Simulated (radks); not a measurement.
Results of a calculation; reference values are marked as such.
Initial-state core-level shifts of the samarium ion Sm3+ when its valence configuration changes from [Xe] 4f5. Code: a radial shooting solver on a logarithmic mesh with Libxc functionals. Model: scalar-relativistic Kohn-Sham, SCAN, spin-unpolarised, spherical densities, finite nucleus; meta-GGA in the generalised Kohn-Sham scheme; Fermi nuclear charge, rms radius 5.0819 fm. Shifts are changes of the shell-averaged eigenvalues in eV (positive: less bound); the change of the density at the nucleus, which sets a Mossbauer isomer shift, is in e/bohr^3, on a base of 5.566e+05.

valence,1s,2p,3s,3d,density at nucleus
4f3 5d1 6s1,-20.050,-21.444,-24.139,-23.897,+125.79
4f4 6p1,-12.320,-13.035,-14.234,-14.134,+38.26
4f3 6s2,-23.602,-25.176,-27.760,-27.550,+194.56
4f2.5 6s1.5 6p1,-31.257,-33.301,-36.661,-36.390,+192.49
4f4.5 5d0.5,-3.836,-4.108,-4.728,-4.666,+14.51
4f3 5d2,-16.514,-17.741,-20.531,-20.260,+63.50
